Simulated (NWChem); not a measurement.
Program: NWChem. System: AlP, charge 0, spin multiplicity 3, at a geometry optimised with UB3LYP/def2-SVP. The structure started from a generated list of species. Its SCF solution wasn't tested for a lower state. Level: UMP2/def2-TZVP, 10 core orbitals frozen.

The NWChem input:

```
start mol
memory heap 200 mb stack 900 mb global 1100 mb
geometry units angstroms nocenter noautoz
  Al     0.000000     0.000000     1.190053
  P      0.000000     0.000000    -1.031380
  symmetry group C2v
end
basis spherical
  * library def2-tzvp
end
scf
  uhf
  nopen 2
  maxiter 100
  thresh 1e-7
  semidirect memsize 60000000 filesize 0
  # guess.movecs holds the orbitals of an unrestricted PBE0 run
  vectors input guess.movecs output mol.movecs
end
mp2
  freeze core 10
end
task mp2 energy
```

Part of the output:

```
             Northwest Computational Chemistry Package (NWChem) 7.3.0
             --------------------------------------------------------

                                NWChem Input Module
                                -------------------

 Scaling coordinates for geometry "geometry" by  1.889725989
 (inverse scale =  0.529177249)

 Turning off AUTOSYM since
 SYMMETRY directive was detected!

                             Geometry "geometry" -> ""
                             -------------------------

 Output coordinates in angstroms (scale by  1.889725989 to convert to a.u.)

  No.       Tag          Charge          X              Y              Z
 ---- ---------------- ---------- -------------- -------------- --------------
    1 Al                  13.0000     0.00000000     0.00000000     1.19005300
    2 P                   15.0000     0.00000000     0.00000000    -1.03138000

 Effective nuclear repulsion energy (a.u.)      46.4518009568

            Nuclear Dipole moment (a.u.)
            ----------------------------
        X                 Y               Z
 ---------------- ---------------- ----------------
     0.0000000000     0.0000000000    -0.0000207870

      Symmetry information
      --------------------

 Group name             C2v
 Group number             16
 Group order               4
 No. of unique centers     2

      Symmetry unique atoms

     1    2


 Summary of "ao basis" -> "" (spherical)
 ------------------------------------------------------------------------------
       Tag                 Description            Shells   Functions and Types
 ---------------- ------------------------------  ------  ---------------------
 *                         def2-tzvp                  on all atoms

 Summary of "ao basis" -> "ao basis" (spherical)
 ------------------------------------------------------------------------------
       Tag                 Description            Shells   Functions and Types
 ---------------- ------------------------------  ------  ---------------------
 Al                        def2-tzvp                13       37   5s5p2d1f
 P                         def2-tzvp                13       37   5s5p2d1f

                                 NWChem SCF Module
                                 -----------------

  ao basis        = "ao basis"
  functions       =    74
  atoms           =     2
  alpha electrons =    15
  beta  electrons =    13
  charge          =   0.00
  wavefunction    = UHF
  use symmetry    = T
  symmetry adapt  = T

 Summary of "ao basis" -> "ao basis" (spherical)
 ------------------------------------------------------------------------------
       Tag                 Description            Shells   Functions and Types
 ---------------- ------------------------------  ------  ---------------------
 Al                        def2-tzvp                13       37   5s5p2d1f
 P                         def2-tzvp                13       37   5s5p2d1f

      Symmetry analysis of basis
      --------------------------

        a1         32
        a2          6
        b1         18
        b2         18

 Forming initial guess at       0.1s

   Symmetry analysis of molecular orbitals - initial alpha
   -------------------------------------------------------

  Numbering of irreducible representations:

     1 a1          2 a2          3 b1          4 b2

  Orbital symmetries:

     1 a1          2 a1          3 a1          4 b2          5 a1
     6 b1          7 a1          8 b2          9 a1         10 b1
    11 a1         12 a1         13 b2         14 a1         15 b1
    16 b2         17 b1         18 a1         19 a1         20 a2
    21 a1         22 b2         23 b1         24 a1         25 a1

   Symmetry analysis of molecular orbitals - initial beta
   ------------------------------------------------------

  Numbering of irreducible representations:

     1 a1          2 a2          3 b1          4 b2

  Orbital symmetries:

     1 a1          2 a1          3 a1          4 b2          5 a1
     6 b1          7 a1          8 b2          9 b1         10 a1
    11 a1         12 a1         13 b1         14 a1         15 b2
    16 b1         17 b2         18 a1         19 a1         20 a2
    21 a1         22 b1         23 b2         24 a1         25 a1

 Starting SCF solution at       0.1s

 ----------------------------------------------
         Quadratically convergent UHF

 Convergence threshold     :          1.000E-07
 Maximum no. of iterations :          100
 Integral*density screening:          1.000E-09
 ----------------------------------------------

              iter       energy          gnorm     gmax       time
             ----- ------------------- --------- --------- --------
                 1     -582.5972853589  6.34D-01  2.26D-01      0.7
                 2     -582.6093049163  6.02D-02  1.13D-02      0.7
                 3     -582.6108501363  3.83D-03  1.04D-03      0.8
                 4     -582.6108680972  4.03D-05  1.42D-05      1.1
                 5     -582.6108680987  1.16D-08  5.98D-09      1.4

       Final UHF  results
       ------------------

         Total SCF energy =   -582.610868098678
      One electron energy =   -901.237923834496
      Two electron energy =    272.175254778984
 Nuclear repulsion energy =     46.451800956833

                       Sz =      1.0000
                 Sz(Sz+1) =      2.0000
                      S^2 =      2.0711

        Time for solution =      1.3s

       Symmetry analysis of molecular orbitals - alpha
       -----------------------------------------------
[...]
    42      1.832929  2 P  s                 20      1.728184  1 Al pz
     5     -1.589936  1 Al s                 57      0.909208  2 P  pz
    17      0.181625  1 Al pz                54      0.171777  2 P  pz
    28     -0.151600  1 Al d  0

                     UHF Final Beta Molecular Orbital Analysis
                     -----------------------------------------

 Vector   11  Occ=1.000000D+00  E=-6.546365D-01  Symmetry=a1
              MO Center= -2.3D-16, -7.1D-15, -6.4D-01, r^2= 1.6D+00
   Bfn.  Coefficient  Atom+Function         Bfn.  Coefficient  Atom+Function
  ----- ------------  ---------------      ----- ------------  ---------------
    41      0.595737  2 P  s                 40     -0.393704  2 P  s
    42      0.358111  2 P  s                  4      0.250819  1 Al s

 Vector   12  Occ=1.000000D+00  E=-3.657660D-01  Symmetry=a1
              MO Center= -1.4D-15,  8.8D-16,  3.5D-01, r^2= 3.4D+00
   Bfn.  Coefficient  Atom+Function         Bfn.  Coefficient  Atom+Function
  ----- ------------  ---------------      ----- ------------  ---------------
     4      0.631884  1 Al s                  3     -0.319482  1 Al s
    41     -0.305166  2 P  s                  5      0.291970  1 Al s
    42     -0.268503  2 P  s                 40      0.191310  2 P  s
    54      0.161796  2 P  pz

 Vector   13  Occ=1.000000D+00  E=-2.779117D-01  Symmetry=b1
              MO Center=  2.0D-16, -1.7D-15, -5.0D-01, r^2= 2.8D+00
   Bfn.  Coefficient  Atom+Function         Bfn.  Coefficient  Atom+Function
  ----- ------------  ---------------      ----- ------------  ---------------
    52      0.384765  2 P  px                55      0.339504  2 P  px
    15      0.212306  1 Al px                18      0.201061  1 Al px
    49      0.170225  2 P  px

 Vector   14  Occ=0.000000D+00  E=-1.095367D-02  Symmetry=a1
              MO Center= -8.9D-15, -9.9D-14,  6.1D-01, r^2= 5.3D+00
   Bfn.  Coefficient  Atom+Function         Bfn.  Coefficient  Atom+Function
  ----- ------------  ---------------      ----- ------------  ---------------
     5      0.667362  1 Al s                 57     -0.472942  2 P  pz
    20      0.281084  1 Al pz                54     -0.258773  2 P  pz
    17      0.225514  1 Al pz

 Vector   15  Occ=0.000000D+00  E=-3.077546D-03  Symmetry=b2
              MO Center= -2.1D-16,  3.7D-13,  3.7D-01, r^2= 4.5D+00
   Bfn.  Coefficient  Atom+Function         Bfn.  Coefficient  Atom+Function
  ----- ------------  ---------------      ----- ------------  ---------------
    19      0.570067  1 Al py                16      0.239619  1 Al py
    56      0.231558  2 P  py                53      0.173654  2 P  py

 Vector   16  Occ=0.000000D+00  E= 5.165061D-02  Symmetry=b1
              MO Center=  1.2D-14,  5.6D-16,  9.3D-01, r^2= 5.7D+00
   Bfn.  Coefficient  Atom+Function         Bfn.  Coefficient  Atom+Function
  ----- ------------  ---------------      ----- ------------  ---------------
    18      0.863224  1 Al px                55     -0.516570  2 P  px
    15      0.257832  1 Al px                52     -0.159476  2 P  px

 center of mass
 --------------
 x =   0.00000000 y =   0.00000000 z =   0.00533920

 moments of inertia (a.u.)
 ------------------
         254.115768165819           0.000000000000           0.000000000000
           0.000000000000         254.115768165819           0.000000000000
           0.000000000000           0.000000000000           0.000000000000

  Mulliken analysis of the total density
  --------------------------------------

    Atom       Charge   Shell Charges
 -----------   ------   -------------------------------------------------------
    1 Al  13    12.71   2.00  0.66  1.32  1.09  0.59  2.91  2.28  0.82  0.55  0.34  0.05  0.09  0.02
    2 P   15    15.29   2.01  0.54  1.43  1.08  0.79  4.16  1.70  0.63  1.70  1.20  0.01  0.03  0.00

  Mulliken analysis of the alpha density
  --------------------------------------

    Atom       Charge   Shell Charges
 -----------   ------   -------------------------------------------------------
    1 Al  13     6.55   1.00  0.33  0.66  0.53  0.35  1.46  1.14  0.41  0.40  0.19  0.03  0.05  0.01
    2 P   15     8.45   1.00  0.27  0.72  0.54  0.41  2.10  0.83  0.43  1.30  0.82  0.01  0.02  0.00

   Mulliken analysis of the beta density
   -------------------------------------

    Atom       Charge   Shell Charges
 -----------   ------   -------------------------------------------------------
    1 Al  13     6.16   1.00  0.33  0.66  0.56  0.24  1.45  1.14  0.41  0.15  0.15  0.02  0.05  0.01
    2 P   15     6.84   1.00  0.27  0.72  0.54  0.37  2.06  0.87  0.20  0.41  0.39  0.00  0.02  0.00

   Mulliken analysis of the spin density
   -------------------------------------

    Atom       Charge   Shell Charges
 -----------   ------   -------------------------------------------------------
    1 Al  13     0.40  -0.00 -0.00  0.00 -0.02  0.11  0.01 -0.00 -0.00  0.25  0.03  0.02 -0.00  0.01
    2 P   15     1.60   0.00  0.00 -0.00 -0.01  0.04  0.05 -0.03  0.23  0.89  0.43  0.00  0.00  0.00

       Multipole analysis of the density wrt the origin
       ------------------------------------------------

     L   x y z        total         alpha         beta         nuclear
     -   - - -        -----         -----         ----         -------
     0   0 0 0     -0.000000    -15.000000    -13.000000     28.000000

     1   1 0 0      0.000000      0.000000      0.000000      0.000000
     1   0 1 0      0.000000      0.000000      0.000000      0.000000
     1   0 0 1      1.068091      1.064524      0.003588     -0.000021

     2   2 0 0    -21.645735    -11.679548     -9.966187      0.000000
     2   1 1 0      0.000000     -0.000000      0.000000      0.000000
     2   1 0 1      0.000000      0.000000      0.000000      0.000000
     2   0 2 0    -18.212037    -11.934562     -6.277475      0.000000
     2   0 1 1     -0.000000      0.000000     -0.000000      0.000000
     2   0 0 2    -19.250082    -80.400004    -61.577240    122.727162

                   NWChem MP2 Semi-direct Energy/Gradient Module
                   ---------------------------------------------

  Basis functions       =     74
  Molecular orbitals    =     74
  Frozen core           =     10
  Frozen virtuals       =      0
  Active alpha occupied =      5
  Active beta occupied  =      3
  Active alpha virtual  =     59
  Active beta virtual   =     61
  Use MO symmetry       = T
  Use skeleton AO sym   = T

  AO/Fock/Back tols     =   1.0D-09  1.0D-09  1.0D-09

 GA uses MA = F    GA memory limited = T

 Available:
  local mem=  1.26D+08
 global mem=  1.44D+08
 local disk=  0.00D+00
  mp2_memr nvloc                    59
  nvloc new                    59
   1 passes of   5:        4194304                      25915                   2757662.
   1 passes of   5: M    126152428           G      144168248           F     121958124.

 Semi-direct pass number   1 of   1  for UHF alpha       at        1.5s
  vrange nnbf                  2740
  mp2_eaftype                    10  avail_ma_in_mb                  1099
 EAF : mp2_eaftype filesize          10    1378831.
  mp2_eaf for mointskh                     10
Node 0 wrote      6.5 Mb in      0.0 s     Agg I/O rate:   973.9 Mb/s
 Done moints_semi at        3.0s
  mp2_eaftype                    10  avail_ma_in_mb                  1089
 EAF : mp2_eaftype filesize          10    1378831.
  mp2_eaf for kh                    10
 Done maket at        3.1s
 Done multipass loop at        3.1s

 GA uses MA = F    GA memory limited = T

 Available:
  local mem=  1.26D+08
 global mem=  1.44D+08
 local disk=  0.00D+00
  mp2_memr nvloc                    61
  nvloc new                    61
   1 passes of   3:        4194304                      20317                   1714270.
   1 passes of   3: M    126152428           G      144168248           F     121958124.

 Semi-direct pass number   1 of   1  for UHF beta        at        3.1s
  vrange nnbf                  2740
  mp2_eaftype                    10  avail_ma_in_mb                  1099
 EAF : mp2_eaftype filesize          10     857135.
  mp2_eaf for mointskh                     10
Node 0 wrote      4.0 Mb in      0.0 s     Agg I/O rate:   525.5 Mb/s
 Done moints_semi at        4.7s
  mp2_eaftype                    10  avail_ma_in_mb                  1089
 EAF : mp2_eaftype filesize          10     857135.
  mp2_eaf for kh                    10
 Done maket at        4.7s
 Done multipass loop at        4.7s

          -------------------------------------------
          SCF energy                -582.610868098678
          Correlation energy          -0.160007544887
          Singlet pairs                0.000000000000
          Triplet pairs                0.000000000000
          Total MP2 energy          -582.770875643565
          -------------------------------------------

          ---------------------------------------------------
                    Spin Component Scaled (SCS) MP2
          Same spin pairs                     -0.036399004457
          Same spin scaling factor             0.333333333333
          Opposite spin pairs                 -0.123608540429
          Opposite spin scaling fact.          1.200000000000
          SCS-MP2 correlation energy          -0.160463250001
          Total SCS-MP2 energy              -582.771331348679
          ---------------------------------------------------

 -----------------------
 Performance information
 -----------------------

 Timer overhead =  1.37D-07 seconds/call

               Nr. of calls         CPU time (s)                 Wall time (s)                GFlops
             ---------------    -------------------     ------------------------------   -------------------
Name         Min   Avg   Max    Min     Avg     Max     Min     Avg     Max   Mx/calls   Min     Max     Sum
mp2: moin     2     2     2    3.1     3.1     3.1      3.1     3.1     3.1     1.6      0.0     0.0     0.0
mp2: make     2     2     2   7.16E-2 7.16E-2 7.16E-2  7.16E-2 7.16E-2 7.16E-2 3.58E-2   0.0     0.0     0.0
mp2: tota     1     1     1    3.3     3.3     3.3      3.3     3.3     3.3     3.3      0.0     0.0     0.0

 The average no. of pstat calls per process was 5.00D+00
 with a timing overhead of 6.83D-07s

 Task  times  cpu:        4.7s     wall:        4.7s

 Total times  cpu:        4.7s     wall:        4.7s
```
